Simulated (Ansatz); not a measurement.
A nudged elastic band was laid between two geometries of CH5NOSi (9 atoms, charge 0, multiplicity 1).

Method: Ansatz, RKS PBE0-D4/STO-3G.

```json
{
  "movable images": "7",
  "climbing image": "yes",
  "spring": "5.0 eV/Å²",
  "optimiser": "quadratic models (default)",
  "start path": "through a guess of the saddle point",
  "force threshold": "0.05 eV/Å",
  "iteration limit": "60",
  "end points": "relaxed"
}
```

First end point:

```xyz
9
Properties=species:S:1:pos:R:3
N 0.727 1.340 -0.311
C 0.527 -0.063 -0.618
O 1.157 -0.602 -1.553
Si -0.615 -0.940 0.642
H 1.128 1.874 -1.115
H -0.124 1.823 0.052
H -1.198 -2.108 0.029
H 0.150 -1.334 1.802
H -1.663 -0.036 1.054
```

Last end point:

```xyz
9
Properties=species:S:1:pos:R:3
N 1.173 0.978 -0.316
C 0.081 0.151 -0.790
O -0.186 0.092 -2.010
Si -0.709 -0.899 0.601
H 1.436 1.728 -0.996
H 1.018 1.390 0.631
H 0.068 -2.097 0.810
H -0.735 -0.134 1.826
H -2.056 -1.255 0.227
```

Which bonds break or form, and what moves?

No bond is made or broken. The dihedral O3–C2–Si4–H7 goes from -29 to 91°. The two ends are copies of one structure, up to a mirror image or an exchange of like atoms.

What energy profile does the band end with?

It converged. The highest image is number 4 of 0 to 8, 0.011 eV above the ends, which have the same energy within 2 meV. A vibrational analysis at the climbing image gives one clearly imaginary mode, 48i cm⁻¹: a first-order saddle point. Limits of this set-up: minimal basis.

| image | path coordinate (Å) | energy (eV) | dihedral O3–C2–Si4–H7 (°) |
| --- | --- | --- | --- |
| 0 | 0.00 | 0.000 | -29 |
| 1 | 0.46 | 0.002 | -14 |
| 2 | 0.92 | 0.006 | 1 |
| 3 | 1.38 | 0.010 | 17 |
| 4 | 1.84 | 0.011 | 32 |
| 5 | 2.28 | 0.010 | 46 |
| 6 | 2.73 | 0.006 | 61 |
| 7 | 3.18 | 0.002 | 76 |
| 8 | 3.62 | 0.000 | 91 |

What is the geometry of the highest image?


```xyz
9
Properties=species:S:1:pos:R:3:forces:R:3
N 0.990 1.182 -0.271 -0.01 0.00 0.01
C 0.294 0.008 -0.757 0.00 -0.01 0.00
O 0.417 -0.352 -1.948 0.00 0.01 0.00
Si -0.654 -0.930 0.616 0.01 0.00 0.00
H 1.252 1.845 -1.035 0.00 -0.01 0.00
H 0.496 1.690 0.496 0.00 0.00 0.00
H -0.575 -2.349 0.373 0.00 0.00 0.00
H -0.093 -0.620 1.910 0.00 0.00 0.00
H -2.039 -0.520 0.600 0.00 0.00 0.00
```

Time of the run: 74 s on 1 thread of Intel(R) Xeon(R) 6975P-C (Granite Rapids), on a shared host, peak memory 0.1 GiB.
